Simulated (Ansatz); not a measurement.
`C[N](C)[Sn][OH]` + `F[Si]S` → `[OH][Sn][SH]` + `CN(C)[Si]F`  (redistribution)

Calculated with Ansatz (gas phase, PBE0-D4/def2-TZVP geometries, no zero-point term in ΔE). CCSD(T)/CBS adds triple-zeta CCSD(T) − MP2 to the extrapolated MP2 energy (def2 sets, frozen cores). This one scheme is used for every species. Functionals use def2-TZVPP. B3LYP here is the variant with VWN-RPA as its local correlation; programs differ in this. HSE06 is defined as in plane-wave codes. def2 core potentials past Kr. For Sn outer-core shells are correlated without core-valence functions, which leaves a few kJ/mol of doubt a bond. One conformer a species, not always the lowest.

| level | ΔE (kJ/mol) | difference from CCSD(T)/CBS |
| --- | --- | --- |
| B97M-V | -84.0 | -2.2 |
| B3LYP-D4 | -85.2 | -3.4 |
| HSE06-D4 | -85.4 | -3.6 |
| B2PLYP | -84.6 | -2.8 |
| revPBE | -79.3 | 2.5 |
| r2SCANh | -86.9 | -5.1 |
| r2SCAN0 | -89.8 | -8.0 |
| SCS-MP2/def2-TZVPP | -83.8 | -2.0 |
| CCSD/def2-TZVPP | -84.8 | -3.0 |
| MP2/def2-QZVPP | -82.0 | -0.2 |
| CCSD(T)/CBS | -81.8 | 0 |

Largest T1 diagnostic among the species: 0.017.

From PBE to PBE0 (25 % exact exchange), in def2-TZVPP and without D4, ΔE moves by −6.9 kJ/mol. In def2-TZVPP, CCSD(T) changes the Hartree–Fock value by +19.8 kJ/mol (the triples alone add +3.5 kJ/mol) and MP2 by +19.5 kJ/mol. Leaving LDA and LC-ωPBE aside and taking each functional with its dispersion term where it has one, the values, not all of them listed here, spread over 15.2 kJ/mol, from BHLYP-D4 to revPBE-D4.
